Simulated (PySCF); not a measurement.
Compound: CH₇FGeSi₂.
Atom-mapped SMILES: `[F:1][Si@@H:2]1[SiH2:3][CH2:4][GeH2:5]1` (hydrogens: H6 on Si2; H7, H8 on Si3; H9, H10 on C4; H11, H12 on Ge5)

Method: PySCF, PBE0-D3(BJ)/def2-SVP geometry optimisation, gas phase; density fitting, grid level 1; the optimiser is geomeTRIC in internal coordinates, started from a GFN2-xTB structure with every atom displaced at random (about 0.01 Å).

The end geometry, which sets the zero of energy:
```
atom  x, y, z in Å
F1      0.1488    2.8782   -0.8125
Si2     0.3433    1.2709   -1.0186
Si3    -0.9881   -0.2681    0.1650
C4      0.5616   -1.3553    0.3745
Ge5     1.9716    0.0509    0.2475
H6      0.4368    1.0225   -2.4909
H7     -2.1736   -0.9281   -0.4650
H8     -1.3924    0.3189    1.4807
H9      0.5983   -1.9595    1.2931
H10     0.6675   -2.0352   -0.4871
H11     2.2335    0.6593    1.6380
H12     3.2966   -0.4305   -0.3726
```

Task: These geometries come from the run, each turned onto the end geometry. Order them by energy, lowest first.
A.
```
atom  x, y, z in Å
F1      0.1825    2.8786   -0.7551
Si2     0.3420    1.2766   -1.0258
Si3    -0.9841   -0.2740    0.1556
C4      0.5627   -1.3653    0.3840
Ge5     1.9706    0.0389    0.2131
H6      0.3977    1.0665   -2.5056
H7     -2.1560   -0.9404   -0.4931
H8     -1.4087    0.3141    1.4642
H9      0.6056   -1.9269    1.3288
H10     0.6539   -2.0799   -0.4500
H11     2.2192    0.6764    1.5956
H12     3.3182   -0.4406   -0.3595
```
B.
```
atom  x, y, z in Å
F1      0.2081    2.8773   -0.7005
Si2     0.3542    1.2832   -1.0302
Si3    -0.9782   -0.2796    0.1337
C4      0.5650   -1.3715    0.3935
Ge5     1.9808    0.0197    0.1949
H6      0.3640    1.1374   -2.5186
H7     -2.1439   -0.9451   -0.5281
H8     -1.4282    0.2810    1.4463
H9      0.5937   -1.8644    1.3774
H10     0.6697   -2.1462   -0.3818
H11     2.2023    0.6965    1.5624
H12     3.3161   -0.4641   -0.3970
```
C.
```
atom  x, y, z in Å
F1      0.1718    2.8630   -0.3023
Si2     0.3539    1.3648   -0.9392
Si3    -0.9998   -0.3396   -0.0118
C4      0.5456   -1.2724    0.6370
Ge5     2.0121   -0.0409    0.0872
H6      0.3371    1.4883   -2.4289
H7     -1.8065   -1.1706   -0.9619
H8     -1.8938    0.1137    1.1011
H9      0.5225   -1.3966    1.7308
H10     0.6611   -2.2719    0.1905
H11     2.7459    0.5880    1.2874
H12     3.0535   -0.7017   -0.8378
```
D.
```
atom  x, y, z in Å
F1      0.1680    2.7629   -0.3421
Si2     0.2864    1.3032   -0.9926
Si3    -1.0588   -0.3384   -0.0087
C4      0.5790   -1.2209    0.6418
Ge5     2.0048    0.0300    0.0232
H6      0.4067    1.6445   -2.4089
H7     -1.8017   -1.1886   -0.9172
H8     -1.9168    0.0668    1.0898
H9      0.5315   -1.3518    1.7436
H10     0.6478   -2.2216    0.2333
H11     2.8102    0.4825    1.2463
H12     3.0466   -0.7446   -0.7563
```
E.
```
atom  x, y, z in Å
F1      0.1455    2.8858   -0.5182
Si2     0.3391    1.3294   -0.9777
Si3    -1.0014   -0.3185    0.0618
C4      0.5550   -1.3138    0.5422
Ge5     2.0007    0.0085    0.1541
H6      0.4029    1.3323   -2.4720
H7     -1.9802   -1.0711   -0.7853
H8     -1.7138    0.2060    1.2685
H9      0.5532   -1.6363    1.5947
H10     0.6817   -2.2112   -0.0834
H11     2.5747    0.6088    1.4506
H12     3.1461   -0.5960   -0.6831
```

Result: A (0.004 eV), B (0.013 eV), E (0.032 eV), C (0.055 eV), D (0.332 eV).

In the order of the answer:

| step | E above end (eV) | largest force (eV/Å) | rms force component (eV/Å) | rms distance from end (Å) | rms bond change (Å) | bond most changed (Å) |
| --- | --- | --- | --- | --- | --- | --- |
| 17 | 0.004 | 0.10 | 0.023 | 0.041 | 0.002 | Si2–Ge5 -0.005 |
| 15 | 0.013 | 0.12 | 0.037 | 0.091 | 0.002 | Si2–Si3 +0.006 |
| 11 | 0.032 | 0.06 | 0.018 | 0.324 | 0.004 | Si2–Si3 +0.011 |
| 2 | 0.055 | 0.17 | 0.055 | 0.525 | 0.006 | Si3–C4 +0.013 |
| 0 | 0.332 | 1.81 | 0.568 | 0.553 | 0.033 | Si3–C4 +0.066 |

The cost below is that of the whole optimisation. Hardware: one thread of an Arm Neoverse V1, no GPU, shared host with 32 logical CPUs at a one-minute load of 42. Cost: 3.2 min wall, 0.51 GiB resident at most.
